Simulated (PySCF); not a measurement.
Cl2Cu, SMILES [Cl][Cu+][Cl] (connectivity only; charge and spin as stated), charge +1, multiplicity 3.

The structure is a stationary point at B3LYP-D3(BJ)/def2-TZVP. The spin state was assumed, not searched.

The numbers are results of PySCF with B3LYP/def2-TZVPD, not measurements.

Isolated molecule, no solvent.

Computed frontier levels, dipole moment and polarisability:
| Property | Value |
|---|---|
| α spin, highest occupied and lowest empty level | -15.86 and -6.92 eV |
| β spin, highest occupied and lowest empty level | -15.29 and -13.07 eV |
| dipole moment about the centre of nuclear charge | 0.00 D |
| mean static polarisability | 67.5 bohr³ (10.01 Å³) |
| polarisability, principal values | 31.0, 31.0, 140.5 bohr³ |
| ⟨S²⟩ | 2.010 (pure state 2.00) |
